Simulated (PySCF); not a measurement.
C5H7N, SMILES CC1=CCN=C1.

Geometry optimised at B3LYP-D3(BJ)/def2-SVP. The values are those of a single conformer.

Vertical ionisation energy (IE) and electron affinity (EA) in eV. Rows of orbital energies are one-electron estimates. Where ΔSCF, EOM or ADC give a negative EA the extra electron is unbound and the value depends on the basis.

```json
[
 {"level": "−ε(HOMO), −ε(LUMO), PBE0/def2-TZVP (PySCF)", "IE": "7.09", "EA": "0.87"},
 {"level": "−ε(HOMO), −ε(LUMO), PBE/def2-TZVP (PySCF)", "IE": "6.00", "EA": "1.84"}
]
```
